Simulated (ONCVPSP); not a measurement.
**PBE ONCV dataset for As (Z = 33), scalar-relativistic all-electron reference.**

ONCVPSP 4.0.1 was run on this input:

```
# ATOM AND REFERENCE CONFIGURATION
# atsym  z   nc   nv     iexc    psfile
  As 33.00    6    2        4      upf
#
#   n    l    f
    1    0    2.00
    2    0    2.00
    2    1    6.00
    3    0    2.00
    3    1    6.00
    3    2   10.00
    4    0    2.00
    4    1    3.00
#
# PSEUDOPOTENTIAL AND OPTIMIZATION
# lmax
    2
#
#   l,   rc,      ep,       ncon, nbas, qcut
    0    1.65    0.00    4    9    4.90
    1    1.65    0.00    5    9    4.40
    2    1.80    0.22    4    7    5.90
#
# LOCAL POTENTIAL
# lloc, lpopt,  rc(5),   dvloc0
    4    3    1.45    0.00
#
# VANDERBILT-KLEINMAN-BYLANDER PROJECTORs
# l, nproj, debl
    0    3    1.30
    1    3    0.50
    2    1    1.40
#
# MODEL CORE CHARGE
# icmod, fcfact, rcfact
    3    2.75    1.40
#
# LOG DERIVATIVE ANALYSIS
# epsh1, epsh2, depsh
   -2.00    5.00    0.02
#
# OUTPUT GRID
# rlmax, drl
    6.00    0.01
#
# TEST CONFIGURATIONS
# ncnf
    4
# nvcnf
#   n    l    f
    2
    4    0    2.00
    4    1    2.00
#
    2
    4    0    2.00
    4    1    1.00
#
    2
    4    0    2.00
    4    1    0.00
#
    2
    4    0    1.00
    4    1    4.00
#
```

Command:

```bash
oncvpsp.x < As.dat > As.out
```

Output (shortened: citation, most of the input echo, consistency checks and plot data are left out):

```
ONCVPSP  (Optimized Norm-Conservinng Vanderbilt PSeudopotential)
scalar-relativistic version 4.0.1

#   n    l    f        energy (Ha)
    1    0    2.00    -4.3068475E+02
    2    0    2.00    -5.4637418E+01
    2    1    6.00    -4.7908348E+01
    3    0    2.00    -6.9936029E+00
    3    1    6.00    -4.9125576E+00
    3    2   10.00    -1.4936966E+00
    4    0    2.00    -5.3265325E-01
    4    1    3.00    -1.9091332E-01

Reference configufation results
  iterations    23
  all-electron total energy (Ha)   -2.26080651D+03

Begin loop to  construct optimized pseudo wave functions
and semi-local pseudopoentials for all angular momenta

   Wellstate for l =  0  n =  5
     eigenvalue =   0.7673
     asymptotic potential =   1.2673
     half-point radius =  3.3744

   Wellstate for l =  0  n =  6
     eigenvalue =   2.0673
     asymptotic potential =   2.5673
     half-point radius =  3.7194

Calculating optimized projector #   1

 for l=   0

    Fraction of norm inside rc  0.383357
    Optimizing pswf for qcut=   4.89 a_B^-1,  ecut=  11.98 Ha
    Residual kinetic energy error=  1.70D-04 Ha

    Energy error per electron        Cutoff
         Ha          eV             Ha
         0.01000     0.27211        7.13
         0.00100     0.02721        9.99
         0.00010     0.00272       14.71
         0.00001     0.00027       71.13

Calculating optimized projector #   2

 for l=   0

    Fraction of norm inside rc  0.170299
    Optimizing pswf for qcut=   4.89 a_B^-1,  ecut=  11.98 Ha
    Residual kinetic energy error=  2.88D-04 Ha

    Energy error per electron        Cutoff
         Ha          eV             Ha
         0.01000     0.27211        7.55
         0.00100     0.02721       10.47
         0.00010     0.00272       20.26
         0.00001     0.00027      103.54

Calculating optimized projector #   3

 for l=   0

    Fraction of norm inside rc  0.096130
    Optimizing pswf for qcut=   4.89 a_B^-1,  ecut=  11.98 Ha
    Residual kinetic energy error=  6.77D-04 Ha

    Energy error per electron        Cutoff
         Ha          eV             Ha
         0.01000     0.27211        8.56
         0.00100     0.02721       11.48
         0.00010     0.00272       15.22
         0.00001     0.00027      130.33

   Wellstate for l =  1  n =  5
     eigenvalue =   0.3091
     asymptotic potential =   0.8091
     half-point radius =  6.5878

   Wellstate for l =  1  n =  6
     eigenvalue =   0.8091
     asymptotic potential =   1.3091
     half-point radius =  6.7502

Calculating optimized projector #   1

 for l=   1

    Fraction of norm inside rc  0.191525
    Optimizing pswf for qcut=   4.41 a_B^-1,  ecut=   9.74 Ha
    Residual kinetic energy error=  4.06D-04 Ha

    Energy error per electron        Cutoff
         Ha          eV             Ha
         0.01000     0.27211        2.49
         0.00100     0.02721        8.12
         0.00010     0.00272       19.30
         0.00001     0.00027       83.51

Calculating optimized projector #   2

 for l=   1

    Fraction of norm inside rc  0.089983
    Optimizing pswf for qcut=   4.41 a_B^-1,  ecut=   9.74 Ha
    Residual kinetic energy error=  9.90D-04 Ha

    Energy error per electron        Cutoff
         Ha          eV             Ha
         0.01000     0.27211        2.47
         0.00100     0.02721        9.82
         0.00010     0.00272       68.22
         0.00001     0.00027      116.22

Calculating optimized projector #   3

 for l=   1

    Fraction of norm inside rc  0.079099
    Optimizing pswf for qcut=   4.41 a_B^-1,  ecut=   9.74 Ha
    Residual kinetic energy error=  2.09D-03 Ha

    Energy error per electron        Cutoff
         Ha          eV             Ha
         0.01000     0.27211        2.87
         0.00100     0.02721       20.35
         0.00010     0.00272       91.13
         0.00001     0.00027      117.07

   Wellstate for l =  2  n =  4
     eigenvalue =   0.2200
     asymptotic potential =   0.7200
     half-point radius =  6.0938

Calculating optimized projector #   1

 for l=   2

    Fraction of norm inside rc  0.053829
    Optimizing pswf for qcut=   5.89 a_B^-1,  ecut=  17.34 Ha
    Residual kinetic energy error=  5.24D-04 Ha

    Energy error per electron        Cutoff
         Ha          eV             Ha
         0.01000     0.27211        6.90
         0.00100     0.02721       15.61
         0.00010     0.00272       45.07
         0.00001     0.00027       55.47

Construct Vanderbilt / Kleinmman-Bylander projectors

B matrix Hermiticity error, ll=   0
   1   2    9.4892E-05
   1   3   -1.7392E-04
   2   3    7.3203E-05

  Orthonormal projector coefficients -2.5244E+01  5.7170E+00  6.3013E-01

B matrix Hermiticity error, ll=   1
   1   2    1.6586E-05
   1   3   -3.3714E-05
   2   3    1.2464E-05

  Orthonormal projector coefficients -7.4210E+01  1.1729E+01  1.7421E+00

Model core correction analysis
  based on d2Exc/dn_idn_j

d2excae - all-electron derivatives

   -3.124703D-02   -2.436467D-02
   -2.436428D-02   -2.496708D-02

d2excps - pseudofunction derivatives with no core correction

   -3.938254D-02   -2.767442D-02
   -2.767705D-02   -2.613777D-02

rms 2nd derivative error    4.729855E-03

rmatch, rhocmatch    1.3640    1.0736

Teter function model core charge with specified parameters

d2excps - pseudofunction derivatives with core correction

   -3.226261D-02   -2.445981D-02
   -2.446017D-02   -2.478708D-02

rms 2nd derivative error    5.201086E-04

Pseudoatom total energy   -6.220481

Diagnostic tests using Vanderbilt-Kleinman-Bylander pseudopotentials
  1 or more projectors used as specified by nproj input data

   l    rcore       rmatch      e in        delta e   norm test  slope test

   0   1.6517362   1.7018865  -0.5326533  -0.0000033   1.0000420   1.0000824
   0   1.6517362   1.7018865   0.7673467   0.0000028   1.0001788   1.0001788
   0   1.6517362   1.7018865   2.0673467   0.0000013   1.0002608   1.0002608

   1   1.6517362   1.7018865  -0.1909133   0.0000017   1.0000281   1.0000177
   1   1.6517362   1.7018865   0.3090867   0.0000073   1.0001278   1.0001278
   1   1.6517362   1.7018865   0.8090867   0.0000094   1.0001530   1.0001530

   2   1.8068013   1.8616597   0.2200000   0.0000096   1.0000024   1.0000024

 Testing for bound ghosts
   n   l    E NL Schr. Eq   E Basis Diag.   E Cutoff

       0                       -6.759075    163.40  WARNING - GHOST(-)
   1   0       -0.532657       -0.528205    163.40

       1                       -4.601211    182.41  WARNING - GHOST(-)
   2   1       -0.190912       -0.164997    182.41

 Testing for highly-localized positive-energy ghosts
       l    <radius>/rc     E Basis Diag.   E Cutoff

       1        0.332689       22.864605    182.41  WARNING - GHOST(+)

       1        0.355477       46.930278    182.41  WARNING - GHOST(+)

       1        0.260941       80.182858    182.41  WARNING - GHOST(+)

Test configuration 0

   n   l     f        eae           eps        diff
   1   0  2.0000 -430.68474654
   2   0  2.0000  -54.63741766
   2   1  6.0000  -47.90834793
   3   0  2.0000   -6.99360286
   3   1  6.0000   -4.91255763
   3   2 10.0000   -1.49369658
   4   0  2.0000   -0.53265325   -0.53265658   -3.33D-06
   4   1  3.0000   -0.19091332   -0.19091159    1.73D-06

    Total energies and differences
      AE_ref= -2.26080651D+03  AE_tst= -2.26080651D+03  dif=  0.00D+00
      PS_ref= -6.22048146D+00  PS_tst= -6.22048146D+00  dif= -1.07D-14
      PSP excitation error=  1.07D-14

Test configuration 1

   n   l     f        eae           eps        diff
   1   0  2.0000 -431.04793338
   2   0  2.0000  -54.99773572
   2   1  6.0000  -48.26903610
   3   0  2.0000   -7.35274464
   3   1  6.0000   -5.27167127
   3   2 10.0000   -1.85213267
   4   0  2.0000   -0.85830378   -0.85898311   -6.79D-04
   4   1  2.0000   -0.49022998   -0.49060041   -3.70D-04

    Total energies and differences
      AE_ref= -2.26080651D+03  AE_tst= -2.26047028D+03  dif=  3.36D-01
      PS_ref= -6.22048146D+00  PS_tst= -5.88408186D+00  dif=  3.36D-01
      PSP excitation error= -1.71D-04

Test configuration 2

   n   l     f        eae           eps        diff
   1   0  2.0000 -431.48242963
   2   0  2.0000  -55.42607330
   2   1  6.0000  -48.69813149
   3   0  2.0000   -7.77848885
   3   1  6.0000   -5.69728781
   3   2 10.0000   -2.27619489
   4   0  2.0000   -1.22918273   -1.23183665   -2.65D-03
   4   1  1.0000   -0.83306953   -0.83491347   -1.84D-03

    Total energies and differences
      AE_ref= -2.26080651D+03  AE_tst= -2.25981179D+03  dif=  9.95D-01
      PS_ref= -6.22048146D+00  PS_tst= -5.22451124D+00  dif=  9.96D-01
      PSP excitation error= -1.25D-03

Test configuration 3

   n   l     f        eae           eps        diff
   1   0  2.0000 -431.97662462
   2   0  2.0000  -55.91023323
   2   1  6.0000  -49.18349980
   3   0  2.0000   -8.25834629
   3   1  6.0000   -6.17686237
   3   2 10.0000   -2.75313011
   4   0  2.0000   -1.63281311   -1.63890628   -6.09D-03

    Total energies and differences
      AE_ref= -2.26080651D+03  AE_tst= -2.25879371D+03  dif=  2.01D+00
      PS_ref= -6.22048146D+00  PS_tst= -4.20307983D+00  dif=  2.02D+00
      PSP excitation error= -4.60D-03

Test configuration 4

   n   l     f        eae           eps        diff
   1   0  2.0000 -430.74810593
   2   0  2.0000  -54.69860503
   2   1  6.0000  -47.96944350
   3   0  2.0000   -7.05614089
   3   1  6.0000   -4.97483366
   3   2 10.0000   -1.55439446
   4   0  1.0000   -0.56486363   -0.56526308   -3.99D-04
   4   1  4.0000   -0.21454709   -0.21471822   -1.71D-04

    Total energies and differences
      AE_ref= -2.26080651D+03  AE_tst= -2.26046043D+03  dif=  3.46D-01
      PS_ref= -6.22048146D+00  PS_tst= -5.87424989D+00  dif=  3.46D-01
      PSP excitation error= -1.52D-04
```

Note: ghosts flagged at negative energy: s at -183.9 eV, p at -125.2 eV; GHOST(+) flags only above 600 eV. A true bound ghost makes a file unfit for plane-wave use.

The run took about 3.8 s on one core of a shared server CPU.
